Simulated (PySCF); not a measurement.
CH9NO2Si2, SMILES N([SiH3])C[SiH](O)O. Coordinates come from a B3LYP-D3(BJ)/def2-SVP optimisation. This is a generated structure with no PubChem entry under its InChIKey; it may be hypothetical. One conformer was computed; it need not be the lowest.

Q: Give the equilibrium geometry at B3LYP-D3(BJ)/def2-SVP (PySCF confirms it by a frequency run) as a Z-matrix. (Estimate from the structure and the level; the computed values follow.)

A: Several could match; the one computed here: 
```
C
H 1 1.1042
H 1 1.1077 2 105.78
N 1 1.4725 2 108.68 3 121.98
H 4 1.0179 1 112.69 2 -176.88
Si 4 1.7467 5 115.67 1 -146.60
H 6 1.4905 4 108.10 5 -158.84
H 6 1.4906 7 110.84 4 -117.12
H 6 1.4993 7 107.44 8 -118.38
Si 1 1.8980 2 105.34 3 -120.02
O 10 1.6634 1 105.51 2 -107.22
H 11 0.9725 10 109.13 1 14.41
O 10 1.6668 11 113.91 12 -100.49
H 13 0.9645 10 117.28 11 -69.36
H 10 1.4876 11 107.18 12 138.41
```
